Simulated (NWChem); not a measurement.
Species: CH4Be; SMILES [BeH][CH3]

```xyz
6

Be     0.0000     0.0000    -1.0606
H      0.0000     0.0000    -2.4050
C      0.0000     0.0000     0.6189
H      0.7236     0.7312     1.0443
H      0.2715    -0.9923     1.0443
H     -0.9951     0.2610     1.0443
```
Atoms are numbered in this order, from 1.

Geometry: optimised at PBE-D3(BJ)/def2-SVP.

List the 6 lowest vertical singlet excitations from PBE0/def2-SVP, full TDDFT (NWChem).


| state | energy (eV) | oscillator strength | leading excitation (squared amplitude) |
|---|---|---|---|
| S1 | 6.50 | 0.001 | HOMO → LUMO (0.99) |
| S2 | 6.50 | 0.001 | HOMO → LUMO+1 (0.99) |
| S3 | 8.01 | 0.256 | HOMO−1 → LUMO (0.99) |
| S4 | 8.01 | 0.256 | HOMO−1 → LUMO+1 (0.99) |
| S5 | 8.18 | 0.119 | HOMO → LUMO+2 (0.90) |
| S6 | 9.07 | 0.000 | HOMO−2 → LUMO (0.47) |
